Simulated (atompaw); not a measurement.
## Before and after: PAW (atompaw) potential for Pr (Z = 59)

| Item | Value |
| --- | --- |
| Element | Pr (Z = 59) |
| Generator | atompaw 4.2.0.5 |
| Type | PAW |
| Functional | PBE |
| Relativity | scalar-relativistic |
| Frozen core | [Kr] 4d10 4f2 |
| Valence charge | 11 |
| Reference configuration | 5s2 5p6 5d1 6s1 6p0 (charge +1) |
| Partial waves | 5s (bound): rc 2.20 bohr; 6s (bound): rc 2.80 bohr; 5p (bound): rc 2.05 bohr; 6p (bound, empty): rc 2.80 bohr; 5d (bound): rc 2.80 bohr; 5d channel at 0.65 Ry: rc 2.80 bohr |
| Local potential | ultrasoft scheme with l = 3 at 0.5 Ry, radius 2.80 bohr |
| Core correction | smooth core density matched at 2.00 bohr |
| Augmentation charge | besselshape compensation charge, radius 2.60 bohr; PAW radius 2.80 bohr; waves and projectors: custom polynom vanderbiltortho |

Change: all radii scaled by about 1.23 (s 2.70, p 2.52, d 3.44 bohr); local potential ultrasoft scheme with l = 3 at 0.5 Ry, radius 3.44 bohr; augmentation besselshape compensation charge, radius 3.18 bohr; PAW radius 3.44 bohr; waves and projectors: custom polynom vanderbiltortho; core correction smooth core density matched at 2.46 bohr.

Cutoffs: the cutoffs (Ry, on a coarse ladder) from which the occupation-weighted sum of valence levels, in a spherical-Bessel basis at the reference potential, stays within 10 and 1 mRy of its value at 400 Ry; they do not see the model core or the augmentation charge, which bear on the density cutoff.

**Question.** What does the change do?

**Answer.** The potential gets softer (15 Ry and 25 Ry → 12 Ry and 21 Ry); neither file shows a bound ghost. A larger radius leaves more room for a smooth pseudo-wave, so fewer plane waves are needed.

```tsv
quantity	base	changed
cutoff, loose	15 Ry	12 Ry
cutoff, tight	25 Ry	21 Ry
loose cutoff by channel (10 mRy a level)	s 8 Ry, p 12 Ry, d 8 Ry	s 8 Ry, p 10 Ry, d 6 Ry
bound ghosts	none	none
lowest overlap eigenvalue by channel	s 0.58, p 0.63, d 0.91	s 0.53, p 0.57, d 0.91
```

 The cutoffs see the waves, projectors and local potential, not the compensation charge or the core.
